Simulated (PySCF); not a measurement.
[PySCF: GFN2-xTB geometry; shieldings: GIAO PBE0/pcSseg-1; no solvent; averaged over atoms made equivalent by symmetry, fast rotation or ring inversion; non-relativistic Hamiltonian; one conformer]

Scale: ¹H (31.72 ppm) and ¹³C (186.93 ppm) vs TMS (reference shieldings calculated alike). Shifts are as computed. Against solution values, carbons near 30 ppm lie about +3 ppm off and those near 130 ppm about +5 ppm; carbons on Cl a further +6 ppm. Of 1211 compounds with measured shifts, 218 miss one by over three times the rms of a fit or turn the order of signals round; such compounds aren't used in these exercises. Carbons bonded to Cl come out too deshielded. OH and NH positions are gas-phase values without hydrogen bonding to other molecules.

(1) Order these molecules by the shift of their most deshielded carbon, lowest δ first.
A. CN(C)[SiH2]C/C=C\Cl
B. C#CCP=C=C(C)CC
C. C=CCCOC(F)(F)F

(2) Order these molecules by the shift of their most shielded carbon-bound hydrogen, lowest δ first.
A. C=C(Cl)COCCO
B. C=CCCOC(F)(F)F
C. C#CCP=C=C(C)CC

(3) How many ¹³C and ¹H signals does each give (equivalence by symmetry and fast rotation, but not about amide C–N or C=N bonds)? `C=CCCOC(F)(F)F`, `CN(C)[SiH2]C/C=C\Cl`, `C#CCP=C=C(C)CC`, `C=C(Cl)COCCO`

Answers

(1) A (133.6 ppm, alkene CH), C (144.5 ppm, alkene CH), B (266.3 ppm, cumulene carbon).

(2) C (1.19 ppm, hydrogen on a methyl carbon), B (2.47 ppm, hydrogen on an allylic sp3 CH2), A (3.67 ppm, hydrogen on an sp3 CH2 bonded to O).

(3) C=CCCOC(F)(F)F: 5 C, 5 H; CN(C)[SiH2]C/C=C\Cl: 4 C, 5 H; C#CCP=C=C(C)CC: 8 C, 5 H; C=C(Cl)COCCO: 5 C, 6 H.
